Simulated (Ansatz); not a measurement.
Geometry optimisation, UKS revPBE/def2-SVP in Ansatz 0.2.0.

input.yaml

```yaml
crystal:
  periodic: [false, false, false]
  atoms:
    - { symbol: B, position_ang: [0.0, 0.0, 0.0] }
    - { symbol: H, position_ang: [0.0, 0.0, 1.44] }
    - { symbol: Cl, position_ang: [1.6108, 0.0, -0.93] }
    - { symbol: Cl, position_ang: [-1.6108, 0.0, -0.93] }
    - { symbol: Cl, position_ang: [0.0, 0.0, 3.11] }
magnetization:
  spin_polarized: true
  initial_magnetization: 1
basis:
  gaussian: { orbitals: def2-SVP }
hamiltonian:
  xc: revpbe
relax:
  f_tol: 0.15
  max_steps: 25
  restrain:
    - { distance: [1, 4], at: 2.57, k: 30.0 }
    - { distance: [0, 1], at: 1.19, k: 30.0 }
output:
  orbitals: {}
```

Command:

```bash
$ ansatz run input.yaml --threads 2 --pin off --max-ram 3072MiB --backend cpu --events-out ev --progress --plain --runs-dir out
```

Question: Where does it end, and by what steps?

Answer: The forces met the threshold. The restraints hold the end off the free minimum. After 4 steps the energy has fallen by 0.217 eV (the restraints' own energy left out); Cl5 moved furthest, 0.54 Å.

```json
{"step": "0", "energy less start (eV)": "0.0000", "largest force component (eV/Å)": "1.948", "accepted": "yes"}
{"step": "1", "energy less start (eV)": "-0.1635", "largest force component (eV/Å)": "1.611", "accepted": "yes"}
{"step": "2", "energy less start (eV)": "-0.2056", "largest force component (eV/Å)": "1.405", "accepted": "yes"}
{"step": "3", "energy less start (eV)": "-0.2050", "largest force component (eV/Å)": "0.729", "accepted": "yes"}
{"step": "4", "energy less start (eV)": "-0.2172", "largest force component (eV/Å)": "0.563", "accepted": "yes"}
```

```xyz
5
Properties=species:S:1:pos:R:3
B -0.007 0.003 -0.121
H -0.022 0.014 1.083
Cl 1.536 -0.005 -0.942
Cl -1.531 -0.005 -0.977
Cl 0.024 -0.007 3.647
```

Run time: 21 s on 2 threads of Arm Neoverse V1 (shared host), peak memory 0.15 GiB.
